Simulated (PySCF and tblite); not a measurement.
Values are calculated unless marked as measured or tabulated.
System: 2,6-difluorophenol, C6H4F2O, numbered as in [OH:1][c:2]1[c:3]([F:4])[cH:5][cH:6][cH:7][c:8]1[F:9].

Motion: rotation about the C2–O1 bond (torsion C3–C2–O1–H from 0° to 180°, rising). GFN2-xTB gives an electronic barrier of 6.5 kcal/mol.

Task: What does PBE0/pcSseg-1 + D3(BJ), IEF-PCM acetone give on GFN2-xTB geometries?

Result: A barrier of 3.2 kcal/mol, 3.3 below the tight-binding barrier (from unrounded values) and, with GFN2-xTB thermal terms, ΔG‡(298 K) = 2.5 kcal/mol and k = 1.8×10¹¹ s⁻¹ (2 equivalent paths).

Programs: tblite and PySCF.
